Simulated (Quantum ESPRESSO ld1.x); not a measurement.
Results of a calculation; reference values are marked as such.
Q: The mean radii <r> (bohr) of the occupied orbitals of an atom or ion are listed with their occupations. Code: ld1.x of Quantum ESPRESSO 7.5. Model: Dirac Kohn-Sham, PBE, spin-unpolarised, spherical densities, point nucleus.

orbital  occ.      <r>
1s1/2       2  0.01966
2s1/2       2  0.08274
2p1/2       2  0.06872
2p3/2       4  0.07622
3s1/2       2   0.2162
3p1/2       2   0.2061
3p3/2       4   0.2201
3d3/2       4   0.1935
3d5/2       6   0.1978
4s1/2       2   0.4877
4p1/2       2   0.4956
4p3/2       4   0.5279
4d3/2       4   0.5533
4d5/2       6   0.5648
5s1/2       2    1.211
5p1/2       2    1.373
5p3/2       4    1.496
4f5/2       6   0.7807
4f7/2       8   0.8090
5d3/2     0.8    4.157
5d5/2     1.2    4.568

Name the element and its charge. Open shells, if any, are shared by 2j + 1.

A: Z = 70, ytterbium, charge 0: Yb in [Xe] 4f14 5d2. The 1s radius gives Z: for a bare nucleus <r> = (2 gamma + 1)/(2Z) with gamma = sqrt(1 - (Z/c)^2), 0.01942 bohr for Z = 70, and screening makes it slightly larger (0.01966 here). The occupations add up to 70, and the charge is Z minus that.
